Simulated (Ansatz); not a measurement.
CH$_{5}$MoNO$_{2}$S (`C[O][Mo]([NH2])(=[O])=[S]`), one more setting.

```yaml
crystal:
  periodic: [false, false, false]
  atoms:
    - {symbol: C, position_ang: [-1.200919, -1.597715, 0.172321]}
    - {symbol: O, position_ang: [-0.931438, -0.404405, -0.520893]}
    - {symbol: Mo, position_ang: [0.015148, 1.131272, -0.105604]}
    - {symbol: N, position_ang: [1.888007, 0.874706, -0.436474]}
    - {symbol: O, position_ang: [-0.532832, 2.378371, -1.077190]}
    - {symbol: S, position_ang: [-0.242779, 1.532019, 1.960174]}
    - {symbol: H, position_ang: [-0.319163, -2.245969, 0.173332]}
    - {symbol: H, position_ang: [-1.487837, -1.384632, 1.206733]}
    - {symbol: H, position_ang: [-2.019327, -2.114620, -0.334136]}
    - {symbol: H, position_ang: [2.553074, 0.562671, 0.254722]}
    - {symbol: H, position_ang: [2.343266, 1.211102, -1.272384]}
basis:
  gaussian: {orbitals: ANO-RCC-VTZP}
hamiltonian: {xc: {name: B97M-V}}
output: {forces: true}
```

```sh
$ ansatz run in.yaml --threads 4 --pin off --events-out ev --progress --plain --max-ram 11315MiB
```

It prints (some lines left out):

```
Functional definition: B97M-V
2094 factors; their error is unknown
mean field evaluation 1: about -127695.8861 eV, gradient 1.0e2 eV
mean field evaluation 2: about -127480.6518 eV, gradient 3.3e2 eV
mean field evaluation 4: about -127700.5813 eV, gradient 8.4e1 eV
mean field evaluation 8: about -127715.8014 eV, gradient 4.3e0 eV
mean field evaluation 16: about -127715.7741 eV, gradient 3.0e-2 eV
mean field -127715.77407587 eV, -4693.4681284274 hartree, gradient 8.9e-5 eV, S^2 0.000000; 0 other end points of the search recorded, 0 dependent functions left out
reference -127715.77419410 eV, -4693.4681327721 hartree; 46, 46 occupied and 246, 246 virtual orbitals, 2094 factors
Total energy: -127715.77419410 eV, -4693.4681327721 hartree
Relativity: scalar
Atom 0 at    -1.200919    -1.597715     0.172321 Å, force    -0.047706    -0.212701     0.116638 eV/Å
Atom 1 at    -0.931438    -0.404405    -0.520893 Å, force    -0.187296    -0.229814    -0.118526 eV/Å
Atom 2 at     0.015148     1.131272    -0.105604 Å, force     0.007156     0.083202     0.006648 eV/Å
Atom 3 at     1.888007     0.874706    -0.436474 Å, force     0.438989    -0.047359    -0.081845 eV/Å
Atom 4 at    -0.532832     2.378371    -1.077190 Å, force    -0.112982     0.196869    -0.198095 eV/Å
Atom 5 at    -0.242779     1.532019     1.960174 Å, force    -0.059415     0.044122     0.352130 eV/Å
Atom 6 at    -0.319163    -2.245969     0.173332 Å, force    -0.173098     0.116755     0.005820 eV/Å
Atom 7 at    -1.487837    -1.384632     1.206733 Å, force     0.057393    -0.043732    -0.193774 eV/Å
Atom 8 at    -2.019327    -2.114620    -0.334136 Å, force     0.167256     0.103124     0.103540 eV/Å
Atom 9 at     2.553074     0.562671     0.254722 Å, force    -0.070780     0.074820    -0.183181 eV/Å
Atom 10 at     2.343266     1.211102    -1.272384 Å, force    -0.019518    -0.085286     0.190646 eV/Å
Dipole moment:     0.497797    -0.646965    -0.122181 e Å
```

Hardware: 4 threads of an Intel Xeon 6975P-C on a shared host. Wall time 18 s, peak host memory 0.96 GiB.
